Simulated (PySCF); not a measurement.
# Basis-set dependence of BeCl⁺ at PBE0

PySCF, UKS reference; singlet, unpaired electrons none; De to Be⁺ + Cl without counterpoise correction.

```tsv
basis	relativity	functions	Re (Å)	ωe (cm⁻¹)	De (eV)	μ (D)
def2-SVP	no relativity	27	1.757	959	4.23	-8.32
aug-pcseg-1	no relativity	40	1.729	1000	4.25	-8.07
pcseg-2	no relativity	49	1.714	1034	4.46	-8.09
```

Problem. How does each smaller set differ from the one with most functions, pcseg-2?

Solution. def2-SVP: +4.3 pm, -7.3 % in ωe, -0.23 eV in De; aug-pcseg-1: +1.5 pm, -3.3 % in ωe, -0.21 eV in De. All at PBE0; the set with most functions is neither the basis-set limit nor always the best.

A positive dipole points towards Cl; it is taken about the centre of mass and depends on that origin. For an ion De counts to the pair picked by the measured ionisation energies or electron affinities, which need not be the lowest pair at this level.
